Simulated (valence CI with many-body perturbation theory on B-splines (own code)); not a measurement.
Results of a calculation; reference values are marked as such.
# Level structure of Lu57+

Method: relativistic CI+MBPT: four valence electrons over a frozen Dirac-Fock core [Ne], radial functions for each j: 11 s, 11 p, 9 d, 7 f, 5 g, 2 h, 1 i, with the one-electron correlation potential Σ1 (screened to all orders), the two-electron term Σ2, the three-electron term Σ3, Breit, model QED; selected single and double excitations, second order for the rest (own B-spline code, finite nucleus).

The last digits are not significant, and no measured levels were compared; by estimate large intervals hold to a few tenths of a per cent, small ones and those within an open d or f shell to about a per cent.

Levels 46 to 66 of 66, with energies above the lowest level, (3s^2 3p1/2^2) J=0. "Leading %" is the weight of the configuration and term that name the level; weights of strongly mixed levels are sums over their largest components and can fall short. In the jj column 3d3/2^4 stands for four electrons in 3d with j = 3/2.

| No. | Configuration | Term | J | E (eV) | Leading % | Second component | Leading jj | g |
| --- | --- | --- | --- | --- | --- | --- | --- | --- |
| 46 | 3s.3p2.3d | 3P | 0 | 998.9 | 58 | 17 % 3s2.3d2 3P | 3s 3p1/2 3p3/2 3d3/2 (60 %) |  |
| 47 | 3s.3p2.3d | 3P | 2 | 1005.1 | 34 | 17 % 3s.3p2.3d 5D | 3s 3p1/2 3p3/2 3d5/2 (94 %) | 1.330 |
| 48 | 3s.3p2.3d | 3G | 5 | 1006.4 | 58 | 42 % 3s.3p2.3d 5F | 3s 3p1/2 3p3/2 3d5/2 (99 %) | 1.271 |
| 49 | 3s.3p2.3d | 3F | 3 | 1014.7 | 44 | 18 % 3s.3p2.3d 5P | 3s 3p1/2 3p3/2 3d5/2 (93 %) | 1.257 |
| 50 | 3s.3p2.3d | 3D | 3 | 1024.5 | 63 | 11 % 3s.3p2.3d 3F | 3s 3p1/2 3p3/2 3d5/2 (94 %) | 1.297 |
| 51 | 3s.3p2.3d | 3P | 1 | 1024.9 | 42 | 26 % 3s.3p2.3d 3D | 3s 3p1/2 3p3/2 3d5/2 (85 %) | 1.167 |
| 52 | 3s.3p2.3d | 3F | 4 | 1027.4 | 39 | 36 % 3s.3p2.3d 1G | 3s 3p1/2 3p3/2 3d5/2 (91 %) | 1.166 |
| 53 | 3s.3p2.3d | 1D | 2 | 1028.9 | 24 | 14 % 3s.3p2.3d 3P | 3s 3p1/2 3p3/2 3d5/2 (82 %) | 1.109 |
| 54 | 3s.3p2.3d | 3D | 3 | 1038.7 | 37 | 23 % 3s.3p2.3d 3F | 3s 3p1/2 3p3/2 3d5/2 (91 %) | 1.193 |
| 55 | 3s.3p2.3d | 3F | 4 | 1041.3 | 46 | 34 % 3s.3p2.3d 3G | 3s 3p1/2 3p3/2 3d5/2 (90 %) | 1.142 |
| 56 | 3s.3p2.3d | 3D | 1 | 1043.9 | 41 | 25 % 3s.3p2.3d 1P | 3s 3p1/2 3p3/2 3d5/2 (92 %) | 0.900 |
| 57 | 3s2.3d2 | 3F | 2 | 1044.4 | 51 | 12 % 3s.3p2.3d 3D | 3s^2 3d3/2^2 (61 %) | 0.840 |
| 58 | 3s.3p3 | 3P° | 2 | 1044.9 | 50 | 16 % 3s.3p3 3D° | 3s 3p3/2^3 (97 %) | 1.432 |
| 59 | 3s.3p2.3d | 3P | 1 | 1055.4 | 31 | 28 % 3s.3p2.3d 3S | 3s 3p1/2 3p3/2 3d5/2 (90 %) | 1.357 |
| 60 | 3s.3p2.3d | 1F | 3 | 1056.8 | 38 | 31 % 3s.3p2.3d 3F | 3s 3p1/2 3p3/2 3d5/2 (87 %) | 1.081 |
| 61 | 3s.3p2.3d | 3D | 2 | 1058.0 | 21 | 17 % 3s.3p2.3d 1D | 3s 3p1/2 3p3/2 3d5/2 (81 %) | 1.169 |
| 62 | 3s.3p2.3d | 3P | 0 | 1058.1 | 47 | 27 % 3s.3p2.3d 1S | 3s 3p1/2 3p3/2 3d5/2 (75 %) |  |
| 63 | 3s.3p2.3d | 3P | 2 | 1065.2 | 31 | 31 % 3s.3p2.3d 3D | 3s 3p1/2 3p3/2 3d5/2 (92 %) | 1.172 |
| 64 | 3s2.3d2 | 3P | 0 | 1067.5 | 50 | 15 % 3s.3p2.3d 1S | 3s^2 3d3/2^2 (61 %) |  |
| 65 | 3s.3p3 | 1P° | 1 | 1076.7 | 38 | 24 % 3s.3p3 3S° | 3s 3p3/2^3 (97 %) | 1.190 |
| 66 | 3s2.3d2 | 3F | 3 | 1099.9 | 80 | 6 % 3s.3p2.3d 3F | 3s^2 3d3/2 3d5/2 (80 %) | 1.083 |
